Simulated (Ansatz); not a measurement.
Mulliken charges of H$_{4}$N$_{2}$Sn, SMILES `[NH2][Sn][NH2]` from B3LYP/def2-TZVPP in Ansatz (PBE0-D4/def2-TZVP geometry).

| atom | x (Å) | y (Å) | z (Å) | charge (e) |
| --- | --- | --- | --- | --- |
| N1 | -1.319 | -0.139 | -0.652 | -0.589 |
| Sn2 | 0.389 | 0.878 | -1.006 | 0.649 |
| N3 | 1.346 | 0.143 | 0.613 | -0.589 |
| H4 | -1.488 | -0.766 | 0.119 | 0.130 |
| H5 | -2.127 | -0.069 | -1.249 | 0.135 |
| H6 | 2.293 | 0.395 | 0.847 | 0.135 |
| H7 | 0.966 | -0.509 | 1.282 | 0.130 |

Problem. By hand: the dipole of these point charges (1 e Å = 4.8032 D).

Solution. Σ q r = (0.191, 0.446, -0.502) e Å, of length 0.698 e Å = 3.35 D.

Problem. How does the dipole of the full density compare? (Best estimate.)

Solution. The calculation gave: (-0.028, -0.065, 0.073) e Å, 0.49 D; the point charges give 6.84 times that, at 180° from its direction, so they point the opposite way.

Point charges leave out the atoms' own dipoles, such as those of lone pairs, and Mulliken's split depends on the basis, so the two needn't agree.

B3LYP here is the variant with VWN-RPA as its local correlation; programs differ in this.
